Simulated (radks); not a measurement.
Values are calculated unless marked as measured or tabulated.
How relativity changes the ionisation of neutral strontium ([Kr] 5s2) to Sr+ ([Kr] 5s1). Spin-unpolarised spherical Kohn-Sham, PBEsol, point nucleus unless stated (finite: rms radius 4.224 fm), a radial shooting solver on a logarithmic mesh with Libxc functionals. A level marked "c x" has the speed of light scaled by that factor.

\begin{tabular}{lrrrrr}
level & E(Sr) (hartree) & E(Sr+) (hartree) & IE (eV) & HOMO & <r> HOMO (bohr) \\ \hline
non-rel. & -3131.10303 & -3130.88946 & 5.811 & 5s & 4.381 \\
scalar-rel. & -3177.57490 & -3177.35822 & 5.896 & 5s & 4.315 \\
scalar-rel., finite nucleus & -3177.54333 & -3177.32666 & 5.896 & 5s & 4.315 \\
Dirac & -3177.87921 & -3177.66254 & 5.896 & 5s1/2 & 4.316 \\
Dirac, finite nucleus & -3177.84760 & -3177.63093 & 5.896 & 5s1/2 & 4.316 \\
Dirac, c x 0.75 & -3216.89046 & -3216.67113 & 5.968 & 5s1/2 & 4.262 \\
Dirac, c x 1.5 & -3151.45402 & -3151.23912 & 5.848 & 5s1/2 & 4.352 \\
Dirac, c x 3 & -3136.12784 & -3135.91395 & 5.820 & 5s1/2 & 4.374 \\
\end{tabular}

NIST Atomic Spectra Database: 5.695 eV (measured). The relativistic part of the total energy of Sr is -46.74 hartree (Dirac, finite nucleus), 1.5 % of the non-relativistic value. Spin polarisation and multiplet splitting of open shells are left out at every level.

Beside tabulated values, note that relativity, absent from the non-relativistic runs, is large for the heavy elements, and spin-unpolarised runs miss the spin-polarisation part of the exchange energy of open shells.
